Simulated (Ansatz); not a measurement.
CHAlNO, SMILES `N#[C][Al-][OH]` (excited triplet) (charge -1, multiplicity 3). This triplet is an excited state, 1.53 eV above the relaxed singlet at the level frozen-core CCSD(T)/aug-cc-pVDZ // PBE0-D3(BJ)/def2-TZVPD (Ansatz, an electronic-structure program).

Calculation: PBE/aug-cc-pVTZ // PBE0-D3(BJ)/def2-TZVPD (Ansatz).

Ansatz 0.2 input:
```yaml
crystal:
  periodic: [false, false, false]
  atoms:
    - { symbol: N, position_ang: [2.545284, -0.446625, 0.012477] }
    - { symbol: C, position_ang: [1.484645, 0.032957, 0.047072] }
    - { symbol: Al, position_ang: [-0.2704, 0.918862, 0.109344] }
    - { symbol: O, position_ang: [-1.684756, -0.112657, 0.329405] }
    - { symbol: H, position_ang: [-2.074775, -0.392536, -0.498297] }
basis:
  gaussian: { orbitals: aug-cc-pVTZ }
hamiltonian:
  xc: pbe
total_charge: -1
magnetization:
  spin_polarized: true
  initial_magnetization: 2
```

Output:

```
Functional definition: PBE
1037 factors; their error is unknown
mean field evaluation 1: about -11173.9817 eV, gradient 3.7e1 eV
mean field evaluation 2: about -10957.3362 eV, gradient 1.3e2 eV
mean field evaluation 4: about -11180.3736 eV, gradient 1.5e1 eV
mean field evaluation 8: about -11181.2766 eV, gradient 2.8e-1 eV
mean field evaluation 16: about -11181.2516 eV, gradient 7.9e-4 eV
mean field evaluation 32: about -11180.5751 eV, gradient 4.4e0 eV
mean field -11181.25158010 eV, -410.9034166442 hartree, gradient 4.2e-5 eV, S^2 2.001715; 4 other end points of the search recorded, 0 dependent functions left out
reference -11181.25164741 eV, -410.9034191178 hartree; 19, 17 occupied and 192, 194 virtual orbitals, 1037 factors
Total energy: -11181.25164741 eV, -410.9034191178 hartree
```
